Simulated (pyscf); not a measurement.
Single points on ωB97X-D3(BJ)/def2-SVP structures (PySCF, gas phase).

Q: For HO–SeH (SMILES O[SeH]) + HO–ZnH (SMILES [OH][ZnH]) -> HO–Zn–OH (SMILES [OH][Zn][OH]) + H₂Se (SMILES [SeH2]), a four-centre exchange (singlet surface; O–Se, H–Zn broken, O–Zn, H–Se formed), PBE/def2-TZVP gives ΔE‡ = 0.77 eV and ΔE = -1.35 eV (zero: the separated reactants). In which direction and how far do PBE0-D3(BJ)/def2-TZVP, M06-2X/def2-TZVP, ωB97M-D3(BJ)/def2-TZVP move these?

A: PBE0-D3(BJ): ΔE‡ = 0.87 eV, ΔE = -1.43 eV; M06-2X: ΔE‡ = 0.86 eV, ΔE = -1.52 eV; ωB97M-D3(BJ): ΔE‡ = 1.04 eV, ΔE = -1.41 eV. PBE's barrier lies under all of them, by 0.08 to 0.27 eV. Its reaction energy lies over all of them, by 0.06 to 0.17 eV. On the reactant side the descent ends in an adduct with a O–Zn contact, 0.55 eV under the separated species and 1.50 eV under the saddle at ωB97X-D3(BJ)/def2-TZVP. On the product side the descent ends in an adduct with a Se–Zn contact (not fully relaxed), 0.44 eV under the separated species and 2.82 eV under the saddle at ωB97X-D3(BJ)/def2-TZVP. What is counted as formed (O–Zn) is already present as a longer contact in the reactant adduct; forming that adduct is a step of its own. At ωB97X-D3(BJ) the barrier from the zero used here is 0.95 eV. One saddle was located; it need not be the lowest between these sides. Elements up to Kr have no core potential and no relativistic terms here.
